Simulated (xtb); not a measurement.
[Cu(CNH)(CH3)] (charge 0, multiplicity 1), xtb 6.7.1 with GFN2-xTB. The run did not converge; its last values are not results.

```
xtb start.xyz --ohess tight --gfn 2 --chrg 0 --uhf 0 --iterations 400

# start.xyz
8

Cu     0.000000     0.000000     0.000000
N     -1.449129    -3.190797     1.009271
C     -0.867836    -1.910862     0.604419
H     -1.854391    -4.083134     1.291523
C      0.801711     1.765273    -0.558372
H      1.894471     1.713132    -0.583930
H      0.523027     2.563734     0.136101
H      0.459301     2.057513    -1.555794
```

The last lines of the output:

```
  Final Singlepoint
```
